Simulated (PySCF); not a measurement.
**Peak assignment**

Molfile (atoms numbered from 1):
```
C9H10ClF
     RDKit          3D

 21 22  0  0  0  0  0  0  0  0999 V2000
    2.6427    1.6174    1.0058 C   0  0  0  0  0  0  0  0  0  0  0  0
    1.9333    0.8293    0.4519 C   0  0  0  0  0  0  0  0  0  0  0  0
    1.0802   -0.1363   -0.1989 C   0  0  2  0  0  0  0  0  0  0  0  0
   -0.0308    0.4551   -1.0864 C   0  0  1  0  0  0  0  0  0  0  0  0
   -0.7870   -0.8091   -1.5119 C   0  0  0  0  0  0  0  0  0  0  0  0
   -0.7317   -1.6945   -0.2486 C   0  0  0  0  0  0  0  0  0  0  0  0
    0.0692   -0.8320    0.7321 C   0  0  1  0  0  0  0  0  0  0  0  0
    0.7651   -1.7601    2.0703 Cl  0  0  0  0  0  0  0  0  0  0  0  0
   -0.7995    0.3378    1.2002 C   0  0  0  0  0  0  0  0  0  0  0  0
   -0.9174    1.1919   -0.0731 C   0  0  1  0  0  0  0  0  0  0  0  0
   -0.4669    2.4746    0.1485 F   0  0  0  0  0  0  0  0  0  0  0  0
    3.2623    2.3159    1.4826 H   0  0  0  0  0  0  0  0  0  0  0  0
    1.6957   -0.8588   -0.7408 H   0  0  0  0  0  0  0  0  0  0  0  0
    0.2974    1.0941   -1.9032 H   0  0  0  0  0  0  0  0  0  0  0  0
   -1.8089   -0.5855   -1.8157 H   0  0  0  0  0  0  0  0  0  0  0  0
   -0.2837   -1.2887   -2.3507 H   0  0  0  0  0  0  0  0  0  0  0  0
   -0.2122   -2.6333   -0.4381 H   0  0  0  0  0  0  0  0  0  0  0  0
   -1.7192   -1.9292    0.1457 H   0  0  0  0  0  0  0  0  0  0  0  0
   -0.2858    0.9117    1.9719 H   0  0  0  0  0  0  0  0  0  0  0  0
   -1.7637    0.0109    1.5851 H   0  0  0  0  0  0  0  0  0  0  0  0
   -1.9479    1.3058   -0.4273 H   0  0  0  0  0  0  0  0  0  0  0  0
  1  2  3  0
  2  3  1  0
  3  4  1  0
  4  5  1  0
  5  6  1  0
  6  7  1  0
  7  8  1  1
  7  9  1  0
  9 10  1  0
 10 11  1  0
  7  3  1  0
 10  4  1  0
  1 12  1  0
  3 13  1  6
  4 14  1  6
  5 15  1  0
  5 16  1  0
  6 17  1  0
  6 18  1  0
  9 19  1  0
  9 20  1  0
 10 21  1  6
M  END
```

Method: shieldings: GIAO PBE0/pcSseg-1, GFN2-xTB structure, in PySCF 2.14 (in vacuum, non-relativistic, a single conformation).

Chemical shifts δ = σref − σ; $^{13}$C (186.93 ppm) and $^{1}$H (31.72 ppm) against TMS, all at this level.

Question: Assign these signals to the numbered atoms. $^{13}$C{$^{1}$H} NMR (computed): δ 98.6 (CH), 85.3 (C), 82.4 (CH), 75.8 (C), 50.6 (CH2), 50.5 (CH), 46.9 (CH), 40.1 (CH2), 26.0 (CH2).

Answer: 
98.6 → C10, sp3 CH bonded to F: pulled downfield by the heteroatom
85.3 → C2, alkyne carbon: sp carbons lie upfield of alkene carbons because the cylindrical π system leaves one tensor component strongly shielded
82.4 → C1, terminal alkyne carbon: sp carbons lie upfield of alkene carbons because the cylindrical π system leaves one tensor component strongly shielded
75.8 → C7, fully substituted sp3 carbon bonded to Cl: deshielded by the electronegative neighbour
50.6 → C9, sp3 CH2 in a ring: aliphatic region, no heteroatom directly attached
50.5 → C4, sp3 CH in a ring: saturated and bonded to C and H only
46.9 → C3, propargylic sp3 CH: a saturated carbon with 3 carbon neighbours and no heteroatom attached
40.1 → C6, sp3 CH2 in a ring: saturated and bonded to C and H only
26.0 → C5, sp3 CH2 in a ring

C9 and C4 lie closer than the usual error of such a calculation, so a measured spectrum could show them in the other order.

Question: Assign these signals to the numbered atoms. $^{1}$H NMR (500 MHz, computed): δ 4.69 (m, 1H), 2.96 (m, 1H), 2.48 (m, 1H), 2.42 (m, 1H), 2.10 (m, 1H), 1.91 (m, 1H), 1.79 (m, 1H), 1.71 (d, 1H), 1.58 (m, 1H), 1.08 (m, 1H).

Answer: 
| δ (ppm) | atoms | environment | reason |
| --- | --- | --- | --- |
| 4.69 | H21 | hydrogen on an sp3 CH bonded to F | its carbon carries F, which withdraws density |
| 2.96 | H19 | hydrogen on an sp3 CH2 in a ring | – |
| 2.48 | H13 | hydrogen on a propargylic sp3 CH | – |
| 2.42 | H14 | hydrogen on an sp3 CH in a ring | – |
| 2.10 | H20 | hydrogen on an sp3 CH2 in a ring | – |
| 1.91 | H17 | hydrogen on an sp3 CH2 in a ring | – |
| 1.79 | H16 | hydrogen on an sp3 CH2 in a ring | far from electronegative atoms and π systems |
| 1.71 | H12 | hydrogen on a terminal alkyne carbon | it lies on the axis of the triple bond, in its shielding cone |
| 1.58 | H18 | hydrogen on an sp3 CH2 in a ring | – |
| 1.08 | H15 | hydrogen on an sp3 CH2 in a ring | far from electronegative atoms and π systems |

H13 and H14; H16 and H12 lie closer than the usual error of such a calculation, so a measured spectrum could show them in the other order.

Carbons that carry Cl, above all several Cl atoms, come out too deshielded, partly because spin–orbit coupling is missing. Splittings by $^{19}$F in the carbon and heteronuclear signals aren't shown, as no couplings were computed. Shifts are as computed. Against solution values, carbons near 30 ppm lie about +3 ppm off and those near 130 ppm about +5 ppm; carbons on Cl a further +6 ppm. Of 1211 compounds with measured shifts, 218 miss one by over three times the rms of a fit or turn the order of signals round; such compounds aren't used in these exercises. Multiplicities follow the n + 1 count of equivalent neighbours, as no J values were calculated; m marks all less simple cases, F and P coupling included.
